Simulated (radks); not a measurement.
Results of a calculation; reference values are marked as such.
All-electron atom: the tellurium ion Te4+ in [Kr] 4d10 5s2.

Level of theory: scalar-relativistic Kohn-Sham, BLYP, spin-polarised, spherical densities, finite nucleus; Fermi nuclear charge, rms radius 4.7423 fm (a radial shooting solver on a logarithmic mesh with Libxc functionals).

Energy parts (eV):
total: -184808.604
kinetic: 193634.448
electron-nucleus: -444945.598
Hartree: 71262.623
exchange-correlation: -4760.077

Orbitals (lengths in bohr, moments of r in powers of bohr):
orbital,occ.,eigenvalue (eV),<1/r>,<r>
1s,2,-31675.91,55.57,0.02781
2s,2,-4894.596,12.72,0.1198
2p,6,-4398.922,12.19,0.1047
3s,2,-1008.623,4.544,0.3222
3p,6,-847.4899,4.323,0.3203
3d,10,-603.6847,4.088,0.2968
4s,2,-207.3608,1.825,0.7637
4p,6,-157.3416,1.668,0.8194
4d,10,-84.3413,1.380,0.9605
5s,2,-53.3453,0.6974,1.871

The highest occupied level is 5s at -53.345 eV. For comparison, the ionisation energy in NIST's Atomic Spectra Database is 59 eV (measured). In exact Kohn-Sham theory the highest level is minus the ionisation energy, but local and semilocal functionals leave it too shallow, through self-interaction and a potential that decays too fast; potentials with the right tail come closer. The electron density at the nucleus is 2.351e+05 e/bohr^3 (large components only). Summed over all electrons, <r^2> = 26.64 bohr^2, which gives a Langevin (diamagnetic) susceptibility term of -21.1 x 10^-6 cm^3/mol. The density falls to 0.001 e/bohr^3 at r = 3.25 bohr.
